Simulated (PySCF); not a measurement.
## Working out the ionisation energy of C⁺

C⁺ [He] 2s2 2p1 (2P) → C²⁺ [He] 2s2 (1S). Calculation: PySCF 2.14, in jorge-DZP-DKH (4s2p1d, 15 functions); the spin-free X2C one-electron Hamiltonian (Gaussian nucleus). Frozen: 1s2. Energies in hartree (1 hartree = 27.21139 eV):

| part | C⁺ (lower) | C²⁺ (upper) |
| --- | --- | --- |
| UHF | -37.306413 | -36.418656 |
| CCSD correlation | -0.067686 | -0.072152 |
| (T) | -0.000630 | 0.000000 |

Problem. What does Hartree-Fock give?

Solution. (-36.418656) − (-37.306413) = 0.887757 hartree = 24.157 eV.

Problem. What do CCSD and CCSD(T) give?

Solution. The CCSD correlation energies differ by -0.004466 hartree = -0.122 eV and the triples by 0.000630 hartree = 0.017 eV, so CCSD gives 24.035 eV and CCSD(T) 24.052 eV.

Measured between the centres of the two terms (NIST): 24.378 eV, so CCSD(T) (valence) is off by -0.326 eV.

A double-zeta basis recovers only part of the correlation energy.

The coupled-cluster amplitudes are large, so a single reference is strained.

What remains against the reference includes basis incompleteness, the frozen core and higher excitations.
